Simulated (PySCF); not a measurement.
Si(OSiH3)(F)2(Me) (CH6F2OSi2), SMILES C[Si](O[SiH3])(F)F. Atoms are numbered in the order given.

```xyz
12

C      1.9524    -1.1868     0.7997
Si     0.7208     0.0717     0.2716
F      1.3799     1.1222    -0.7660
F      0.2233     0.9671     1.5250
O     -0.5909    -0.6043    -0.4241
Si    -2.1621    -0.2238    -0.8462
H      1.5083    -1.8707     1.5390
H      2.8330    -0.7062     1.2522
H      2.2850    -1.7812    -0.0650
H     -3.0700    -0.5471     0.2878
H     -2.2648     1.2256    -1.1729
H     -2.5289    -1.0399    -2.0330
```

Geometry: ωB97X-D3(BJ)/def2-SVP. The values are those of a single conformer.

Two levels are set side by side: PBE/pcSseg-1 (PySCF) and HF/pcSseg-1 (PySCF). GIAO shifts against CFCl3 (¹⁹F), H2O (¹⁷O), TMS (²⁹Si), TMS (¹H), TMS (¹³C) at the same level; non-relativistic, no solvent, atoms listed together averaged. Differences are taken from unrounded values.

```csv
quantity,HF
δ(¹³C) of C1 (ppm),-4.4
δ(²⁹Si) of Si2 (ppm),-51.1
δ(¹⁷O) of O5 (ppm),26.8
δ(²⁹Si) of Si6 (ppm),-40.5
"δ(¹H) of H7, H8, H9 (ppm)",0.70
```

Problem. What does PBE give, and how far is it from HF? (The exact figures need the calculation; the answer reports its results.)

Solution. 
| quantity | PBE | PBE minus HF |
|---|---|---|
| δ(¹³C) of C1 (ppm) | -5.1 | -0.6 |
| δ(²⁹Si) of Si2 (ppm) | -42.0 | 9.1 |
| δ(¹⁷O) of O5 (ppm) | 57.3 | 30.5 |
| δ(²⁹Si) of Si6 (ppm) | -35.8 | 4.7 |
| δ(¹H) of H7, H8, H9 (ppm) | 0.53 | -0.17 |

Rough cost on one machine, each run with all the roots and properties that it gave: HF against PBE within a factor of 2.
